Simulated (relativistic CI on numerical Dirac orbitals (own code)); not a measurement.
Nb4+: 3p photoemission

Computed with this model: Dirac-Coulomb-Breit CI, orbitals from a KLI potential per configuration, QED by a radiative potential, valence Slater integrals scaled by 0.8, multiplet model of photoemission in the sudden approximation; configurations [Kr] 4d → [Ne] 3s2 3p5 3d10 4s2 4p6 4d; 300 K; Lorentzian 1.4 eV and Gaussian 0.6 eV FWHM. Energies are those of the free ion, without screening or charge transfer. The energies are binding energies and can lie tens of eV above those of solids. S is read from ⟨S²⟩ = S(S + 1).

free ion: ground-state S = 0.50, centroid 427.93 eV. Peaks (eV, height): 422.6 (100), 438.4 (56).

Strongest unbroadened transitions for free ion:

```
Energy (eV)  Relative strength
     421.89               14.5
     422.18               30.6
     422.55              100.0
     422.77               29.5
     423.16               42.9
     423.28               12.9
     423.40                1.4
     438.34               72.4
     438.65                0.0
     438.72               43.4
     438.73                0.0
```
